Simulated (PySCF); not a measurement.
# Bond lengths and vibrations by method: BCClGeH3 cation

These are calculations, not measurements. They come from PySCF 2.14.0, an open-source quantum chemistry program, on an isolated molecule that a program drew, which may never have been made. The molecule is BCClGeH3 cation (charge +1, singlet), drawn as the SMILES string `[BH+][CH]=[GeH][Cl]`.

The geometry was optimised and harmonic frequencies were computed with HF and MP2, all in the cc-pV(D+d)Z basis, for the commonest isotopes, with a restricted reference for singlets and an unrestricted one otherwise, and a frozen core in MP2. Germanium has the cc-pVDZ-PP basis, with a core potential (ECP10MDF) in place of its 10 inner electrons, and its 3s, 3p and 3d shells are frozen in MP2. Each result is a local minimum of its method.

Geometry at the HF minimum:
```xyz
7
BCClGeH3 cation, angstrom
B     1.2349   -1.1972   -0.7123
C     1.9027   -2.1450    0.0887
Ge    1.6221   -3.9351   -0.0852
Cl    2.6575   -5.2453    1.1454
H     0.6650   -0.4310   -1.3928
H     2.6160   -1.8254    0.8455
H     0.6866   -4.6029   -1.0594
```

Lengths of the bonds as drawn, in Å (atoms numbered as above):
| bond | HF | MP2 |
|---|---|---|
| B1-C2 | 1.409 | 1.420 |
| C2-Ge3 | 1.820 | 1.838 |
| Ge3-Cl4 | 2.074 | 2.080 |
| B1-H5 | 1.173 | 1.183 |
| C2-H6 | 1.088 | 1.100 |
| Ge3-H7 | 1.507 | 1.518 |

Rotational constants, in GHz:
| constant | HF | MP2 |
|---|---|---|
| A | 16.28 | 16.35 |
| B | 2.008 | 2.002 |
| C | 1.788 | 1.784 |

Harmonic frequencies in cm^-1, each column in rising order, so a row needn't be the same motion in every method:
| rank | HF | MP2 |
|---|---|---|
| 1 | 116 | 106 |
| 2 | 128 | 117 |
| 3 | 254 | 215 |
| 4 | 507 | 475 |
| 5 | 532 | 499 |
| 6 | 636 | 594 |
| 7 | 702 | 681 |
| 8 | 761 | 710 |
| 9 | 810 | 742 |
| 10 | 887 | ? |
| 11 | 1087 | 987 |
| 12 | 1491 | 1436 |
| 13 | 2360 | 2281 |
| 14 | 2976 | 2885 |
| 15 | 3312 | 3209 |

**Estimate the missing MP2 frequency from the HF column.**

A single factor s that minimises the squared misfit of MP2 against s times HF over the other rows is sum(HF x MP2) / sum(HF^2) = 0.9629, with an rms misfit of 24 cm^-1. For rank 10 it gives 0.9629 x 887 = 854 cm^-1. The calculation gives 835 cm^-1, 19 cm^-1 below the estimate. The drawn bonds are on average 0.8 % longer in MP2 than in HF.
